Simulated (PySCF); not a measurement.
**Ir (iridium, neutral) across methods**

[Xe] 4f14 5d6 6s2 7s1, high-spin 6D determinant (an excited configuration). Computed with PySCF 2.14 in x2c-TZVPPall with one added diffuse shell each of s, p, d, f type (12s8p8d4f1g, 113 functions), with the spin-free X2C one-electron Hamiltonian (Gaussian nucleus). The B2PLYP total includes its PT2 part (frozen core); its orbital energies are those of the SCF part.

| method | E (hartree) | mean ε 6s α (eV) | mean ε 6s β (eV) | mean ε 7s α (eV) | Σ⟨r²⟩ (bohr²) | ⟨S²⟩ |
| --- | --- | --- | --- | --- | --- | --- |
| r2SCAN | -17829.24 | -11.734 | -10.258 | -1.726 | 127.6 | 8.758 |
| r2SCAN0 | -17829.02 | -12.543 | -10.982 | -1.970 | 128.0 | 8.758 |
| PBE | -17829.18 | -11.501 | -10.063 | -1.736 | 128.1 | 8.753 |
| BP86 | -17831.34 | -11.633 | -10.294 | -1.790 | 126.6 | 8.753 |
| UHF | -17823.69508 | -14.183 | -11.988 | -2.505 | 136.0 | 8.761 |
| LDA | -17818.05 | -11.709 | -10.430 | -1.731 | 125.0 | 8.752 |
| B2PLYP | -17827.86 | -12.950 | -11.439 | -2.083 | 131.2 | 8.756 |

**Question.** Estimate the same row for PBE0.

**Answer.** E (hartree) = -17828.95; mean ε 6s α (eV) = -12.377; mean ε 6s β (eV) = -10.821; mean ε 7s α (eV) = -2.006; Σ⟨r²⟩ (bohr²) = 130.3; ⟨S²⟩ = 8.754.

Spin-orbit coupling, absent here, splits the open shell strongly. The outer electron is Rydberg-like, and this basis confines it to a smaller radius and binds it less than a complete one would.
